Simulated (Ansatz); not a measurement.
One change: `FB(F)O[SiH3]` becomes `F[B](F)[SnH3]`.

Ansatz, PBE0-D4/def2-TZVP geometries, multiplicity 1. Each molecule was computed in one conformer, which needn't be the lowest.

Elements past krypton have def2 core potentials.

```tsv
property	`FB(F)O[SiH3]`
HOMO–LUMO gap (ωB97M-V/def2-TZVPP) / eV	13.31
HOMO–LUMO gap (B3LYP/def2-TZVPP) / eV	8.98
size of the dipole moment (ωB97M-V/def2-TZVPP) / D	1.72
HOMO energy (PBE0/def2-TZVPP) / eV	-9.67
HOMO energy (ωB97M-V/def2-TZVPP) / eV	-11.95
size of the dipole moment (B3LYP/def2-TZVPP) / D	1.76
```

Problem. What does the change do to each property? (Estimate.)

Solution. Computed: 
```
                                          property  `F[B](F)[SnH3]`  shift
           HOMO–LUMO gap (ωB97M-V/def2-TZVPP) / eV            11.55  -1.76
             HOMO–LUMO gap (B3LYP/def2-TZVPP) / eV             7.05  -1.93
size of the dipole moment (ωB97M-V/def2-TZVPP) / D             0.65  -1.07
                HOMO energy (PBE0/def2-TZVPP) / eV            -8.61   1.06
             HOMO energy (ωB97M-V/def2-TZVPP) / eV           -10.74   1.21
  size of the dipole moment (B3LYP/def2-TZVPP) / D             0.64  -1.12
```

With PBE0 the HOMO rises by 1.06 eV and the LUMO falls by 0.90 eV, so the gap narrows by about 1.96 eV. PBE moves the HOMO by 0.88 eV and ωB97M-V by 1.21 eV. Dipoles are sizes alone; their direction can turn.

B3LYP here is the variant with VWN-RPA as its local correlation; programs differ in this.
